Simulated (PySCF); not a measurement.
SMILES C[C@@H]1CCC[C@H]1[NH3+], [C$_{6}$H$_{14}$N]+, charge +1

Molfile (atoms numbered from 1):
```
C6H14N
     RDKit          3D

 21 21  0  0  0  0  0  0  0  0999 V2000
   -1.6776   -1.3359    0.1950 C   0  0  0  0  0  0  0  0  0  0  0  0
   -0.7215   -0.1653    0.3649 C   0  0  2  0  0  0  0  0  0  0  0  0
   -1.1343    1.0858   -0.4166 C   0  0  0  0  0  0  0  0  0  0  0  0
    0.1496    1.9197   -0.5649 C   0  0  0  0  0  0  0  0  0  0  0  0
    1.3226    0.9633   -0.2686 C   0  0  0  0  0  0  0  0  0  0  0  0
    0.6792   -0.4192   -0.2000 C   0  0  1  0  0  0  0  0  0  0  0  0
    1.4628   -1.3665    0.6603 N   0  0  0  0  0  0  0  0  0  0  0  0
   -1.7334   -1.6424   -0.8469 H   0  0  0  0  0  0  0  0  0  0  0  0
   -2.6749   -1.0416    0.5087 H   0  0  0  0  0  0  0  0  0  0  0  0
   -1.3852   -2.1934    0.7995 H   0  0  0  0  0  0  0  0  0  0  0  0
   -0.6359    0.0901    1.4264 H   0  0  0  0  0  0  0  0  0  0  0  0
   -1.9224    1.6369    0.0889 H   0  0  0  0  0  0  0  0  0  0  0  0
   -1.5116    0.7894   -1.3948 H   0  0  0  0  0  0  0  0  0  0  0  0
    0.1561    2.7530    0.1338 H   0  0  0  0  0  0  0  0  0  0  0  0
    0.2237    2.3337   -1.5672 H   0  0  0  0  0  0  0  0  0  0  0  0
    1.7699    1.2107    0.6958 H   0  0  0  0  0  0  0  0  0  0  0  0
    2.1000    1.0257   -1.0269 H   0  0  0  0  0  0  0  0  0  0  0  0
    0.6008   -0.8664   -1.1943 H   0  0  0  0  0  0  0  0  0  0  0  0
    1.5890   -0.9529    1.5941 H   0  0  0  0  0  0  0  0  0  0  0  0
    2.3879   -1.5569    0.2566 H   0  0  0  0  0  0  0  0  0  0  0  0
    0.9464   -2.2510    0.7558 H   0  0  0  0  0  0  0  0  0  0  0  0
  1  2  1  0
  2  3  1  0
  3  4  1  0
  4  5  1  0
  5  6  1  0
  6  7  1  0
  6  2  1  0
  1  8  1  0
  1  9  1  0
  1 10  1  0
  2 11  1  1
  3 12  1  0
  3 13  1  0
  4 14  1  0
  4 15  1  0
  5 16  1  0
  5 17  1  0
  6 18  1  6
  7 19  1  0
  7 20  1  0
  7 21  1  0
M  CHG  1   7   1
M  END
```

Method used: TDDFT CAM-B3LYP/def2-SVPD circular dichroism and optical rotation, one conformer, gas phase in PySCF. Geometry: GFN2-xTB.

The molecule is flexible and this is one conformer; a measurement averages over conformers.

Question: Draw the ECD and absorption spectra from the lowest 12 states, each a Gaussian of half-width 0.2 eV at 1/e height.

Answer: 
| E (eV) | λ (nm) | Δε (L mol⁻¹ cm⁻¹) | ε (L mol⁻¹ cm⁻¹) |
| --- | --- | --- | --- |
| 7.65 | 162 | +0.02 | 0.233 |
| 7.80 | 159 | +0.39 | 5.74 |
| 7.95 | 156 | +2.99 | 48.3 |
| 8.10 | 153 | +7.26 | 154 |
| 8.25 | 150 | +5.06 | 240 |
| 8.40 | 148 | +1.73 | 249 |
| 8.55 | 145 | +4.20 | 352 |
| 8.70 | 143 | +3.38 | 1020 |
| 8.85 | 140 | -3.57 | 1820 |
| 9.00 | 138 | +0.93 | 1420 |
| 9.15 | 136 | +5.32 | 1010 |
| 9.30 | 133 | -2.38 | 1380 |
| 9.45 | 131 | -28.97 | 2100 |

Δε uses R in velocity form, ε uses f in length form. Only the states computed contribute, so the short-wavelength end is incomplete.
